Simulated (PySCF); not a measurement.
Vertical excitations of a molecule CH₇FO₂Si₂ from PySCF with TDDFT-LC-ωPBE/def2-SVPD, as energy in eV (oscillator strength): 8.54 (0.096), 8.94 (0.007), 9.03 (0.016), 9.19 (0.014), 9.28 (0.033), 9.38 (0.245), 9.47 (0.017), 9.61 (0.011), 9.70 (0.143), 9.79 (0.012). Lowest triplet (TDA): 8.09 eV. Coordinates come from a B3LYP-D3(BJ)/def2-SVP optimisation. The values are those of a single conformer.

**Question.** Which molecule gave these data?
A. O[Si@@H](F)CO[SiH3]
B. O[Si](O)(F)C[SiH3]
C. O[SiH](O)[SiH2]CF
D. C[Si@](O)(F)O[SiH3]

**Answer.** B, O[Si](O)(F)C[SiH3]
